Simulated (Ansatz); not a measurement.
`N[SiH](O)Br` + `[CH3][SnH3]` → `N[SiH](O)[SnH3]` + `CBr`  (formal exchange of groups at the Si–Br bond)

Isolated molecules relaxed with PBE0-D4/def2-TZVP in Ansatz; ΔE leaves out vibrations. CCSD(T)/CBS is the MP2 limit (def2-TZVPP, def2-QZVPP) plus CCSD(T) − MP2 in def2-TZVPP, frozen cores. Functionals use def2-TZVPP. def2 core potentials past Kr. For Br, Sn outer-core shells are correlated without core-valence functions, which leaves a few kJ/mol of doubt a bond. Scalar relativity is left out up to krypton. One conformer a species, not always the lowest.

| species | PBE-D4 energy (Eh) |
| --- | --- |
| `N[SiH](O)Br` | -2995.55828 |
| `[CH3][SnH3]` | -255.93284 |
| `N[SiH](O)[SnH3]` | -637.80768 |
| `CBr` | -2613.63721 |

**Question.** Work out ΔE.

**Answer.** ΔE = (-637.80768) + (-2613.63721) − (-2995.55828) − (-255.93284) = 0.04623 Eh = +121.4 kJ/mol. CCSD(T)/CBS gives +139.6 kJ/mol.

Largest T1 diagnostic among the species: 0.013.

From PBE to PBE0 (25 % exact exchange), in def2-TZVPP and without D4, ΔE moves by +8.0 kJ/mol.
